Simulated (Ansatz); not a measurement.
CH10B2Si2 can be A, `B[SiH](C)B[SiH3]`, or B, `BC([SiH3])B[SiH3]`.

Isolated molecules relaxed with PBE0-D4/def2-TZVP in Ansatz; ΔE leaves out vibrations. CCSD(T)/CBS is the MP2 limit (def2-TZVPP, def2-QZVPP) plus CCSD(T) − MP2 in def2-TZVPP, frozen cores. Functionals use def2-TZVPP. B3LYP here is the variant with VWN-RPA as its local correlation; programs differ in this. Each species was taken in one conformer, which may not be the lowest.

Problem. Which isomer does CCSD(T)/CBS put lower? Give the gap. (Best estimate.)

Solution. The calculation gave: B, by 21.4 kcal/mol.

Problem. Give E(B) − E(A) in kcal/mol with B3LYP, MP2/def2-TZVPP, B3LYP-D4, PBE-D4, CCSD(T)/def2-TZVPP, PBE0-D4, HF/def2-TZVPP. (Estimate.)

Solution. Computed: B3LYP -17.9, MP2/def2-TZVPP -25.0, B3LYP-D4 -19.8, PBE-D4 -19.3, CCSD(T)/def2-TZVPP -21.1, PBE0-D4 -20.4, HF/def2-TZVPP -17.1. None reverses the order clearly.

Largest T1 diagnostic: 0.015.

From PBE to PBE0 (25 % exact exchange), in def2-TZVPP and without D4, E(B) − E(A) moves by −1.4 kcal/mol. In def2-TZVPP, CCSD(T) changes the Hartree–Fock value by −4.0 kcal/mol (the triples alone add −0.9 kcal/mol) and MP2 by −7.9 kcal/mol.
